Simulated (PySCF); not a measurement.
## Computed properties of C₂H₈FNSi₂, SMILES N[SiH2]/C(F)=C\[SiH3]

C2H8FNSi2, SMILES N[SiH2]/C(F)=C\[SiH3]. Geometry: TPSSh-D3(BJ)/def2-SVP. The structure was generated by enumeration; whether it is a known compound was not checked. Other conformers were not sampled. All values are computed for the isolated molecule unless a solvent is named; none is compared with measurement here.

**Structure.** All 36 harmonic modes at TPSSh-D3(BJ)/def2-SVP (PySCF) are real, so it is a minimum. With heavy atoms numbered as in [NH2:1][SiH2:2]/[C:3]([F:4])=[CH:5]\[SiH3:6], the shortest bond between them is C3–C5 at 1.344 Å and the longest Si2–C3 at 1.901 Å.

**Vibrations.** The strongest infrared lines (harmonic, unscaled, degenerate partners summed) lie at 904 cm⁻¹ (301 km/mol, H 84 %, Si 13 %), 955 cm⁻¹ (280 km/mol, H 90 %), 423 cm⁻¹ (186 km/mol, H 73 %, C 13 %, N 12 %). The softest mode is at 39 cm⁻¹ and the zero-point energy is 58.4 kcal/mol.

**Electronic structure.** PBE0/def2-TZVP (PySCF) places the frontier levels at -7.55 and -1.09 eV, a gap of 6.46 eV, and gives a dipole moment of 1.19 D and a mean polarisability of 85.3 bohr³. PBE/def2-TZVP (PySCF) at the same geometry gives -6.22 and -1.97 eV, so its gap is 2.21 eV narrower. An orbital gap is neither the optical nor the fundamental gap.

**Excitations.** TDDFT-CAM-B3LYP/def2-SVPD (PySCF) has S1 at 5.86 eV (212 nm, f = 0.077, bright); the most intense of the 10 singlets computed lies at 6.16 eV (f = 0.25). T1 (TDA) is at 3.79 eV. TDDFT-PBE/def2-SVPD (PySCF) puts S1 at 4.45 eV. No vertical singlet excitation falls in the visible range (under 3.1 eV).

**NMR.** GIAO shifts at HF/pcSseg-1 (PySCF) (non-relativistic, atoms alike by connectivity averaged): ¹³C from 117.1 to 192.4 ppm against TMS; ¹H from 1.1 to 6.1 ppm against TMS; ²⁹Si from -69.6 to -46.3 ppm against TMS; ¹⁹F at -57.4 ppm against CFCl3.

**Solvation.** SMD-M06-2X/def2-SVP (PySCF) gives 1.1 kcal/mol in water, -2.4 kcal/mol in ethylethanoate, -2.0 kcal/mol in cyclohexanone (1 M in both phases, gas-phase geometry).
